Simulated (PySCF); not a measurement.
## Structure elucidation problem

The spectra below were simulated for a compound C3H15N3Si3.

¹H NMR (400 MHz, computed): δ 4.78 (s, 6H), 3.30 (m, 1H), 2.46 (m, 1H), 1.36 (m, 1H), 1.32 (m, 1H), 1.13 (m, 1H), 0.77 (br s, 2H), 0.73 (br s, 2H).

¹³C{¹H} NMR (computed): δ 64.7, 26.0, 19.5.

All values are calculated (PySCF 2.14.0 with density-fitted response routines): GFN2-xTB geometry, NMR shieldings at PBE0/pcSseg-1/GIAO. Non-relativistic Hamiltonian, averaged over atoms made equivalent by symmetry, fast rotation or ring inversion, one conformer, isolated molecule.

Referencing at the same level of theory: TMS for ¹H, ¹³C.

Question: What is the structure?

Answer: 
- The formula gives 1 degree of unsaturation (1 ring in the answer).
- 3 carbon signals for 3 carbons: no two carbons are equivalent.
- Carbon types of the structure: 1 × CH, 2 × CH2, leaving 10 H on heteroatoms.
- δC 64.7: sp3 CH bonded to N and Si; the inductive effect lowers its shielding.
- δC 26.0: sp3 CH2 in a ring; a saturated carbon with 2 carbon neighbours and no heteroatom attached.
- δH 4.78: hydrogen on a silicon bonded to N.
- δH 3.30: hydrogen on an sp3 CH bonded to N and Si; its carbon carries N, hence the downfield position.
- δH 2.46, 1.36: hydrogen on an sp3 CH2 in a ring.
- δH 1.32, 1.13: hydrogen on an sp3 CH2 bonded to Si.
- δH 0.77, 0.73: hydrogen on a nitrogen bonded to Si; exchangeable, gas-phase position.

These data were computed for `N[Si]1(N)CC[C@@H]1N([SiH3])[SiH3]`.

This is the structure that produced the data.

OH and NH positions are those of a molecule without intermolecular hydrogen bonds; in solution they move with solvent, concentration and temperature, and exchange usually removes their couplings. Shifts are as computed. Against solution values, carbons near 30 ppm lie about +3 ppm off and those near 130 ppm about +5 ppm. Of 1211 compounds with measured shifts, 218 miss one by over three times the rms of a fit or turn the order of signals round; such compounds aren't used in these exercises. Multiplicities follow the n + 1 count of equivalent neighbours, as no J values were calculated; m marks all less simple cases, F and P coupling included.
